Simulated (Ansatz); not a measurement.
Reaction (isomerisation): `[OH][Sn]([F])([F])[SiH3]` → `[F][SnH]([F])[O][SiH3]`

Computed with Ansatz on PBE0-D4/def2-TZVP structures; ΔE is electronic, products minus reactants. CBS: MP2 limit from def2 TZ/QZ plus the TZ coupled-cluster correction, frozen cores. Functionals use def2-TZVPP. Elements past krypton have def2 core potentials. For Sn outer-core shells are correlated without core-valence functions, which leaves a few kJ/mol of doubt a bond. Each species was taken in one conformer, which may not be the lowest.

```json
{"level": "B97M-V", "ΔE (kJ/mol)": "-61.3"}
{"level": "PBE-QIDH", "ΔE (kJ/mol)": "-53.7"}
```

(1) What does CCSD(T)/CBS give? (Estimate.)

(2) What do rigid-rotor, harmonic-oscillator terms from PBE0-D4/def2-TZVP frequencies (298.15 K, 1 bar) make of the CCSD(T)/CBS value? (Estimate.)

Largest T1 diagnostic among the species: 0.015.

Answers

(1) Computed: -55.5 kJ/mol. The listed levels differ from it by -5.8, 1.8 kJ/mol.

(2) The calculation gave: ΔZPE = -4.3 kJ/mol, ΔH = -61.7 kJ/mol, ΔS = -2 J/(mol·K), ΔG = -61.1 kJ/mol. Modes under 50 cm⁻¹ make the entropy rough.

From BLYP to BHLYP (50 % exact exchange), in def2-TZVPP and without D4, ΔE moves by −23.1 kJ/mol. In def2-TZVPP, CCSD(T) changes the Hartree–Fock value by +23.2 kJ/mol (the triples alone add +2.9 kJ/mol) and MP2 by +22.5 kJ/mol.
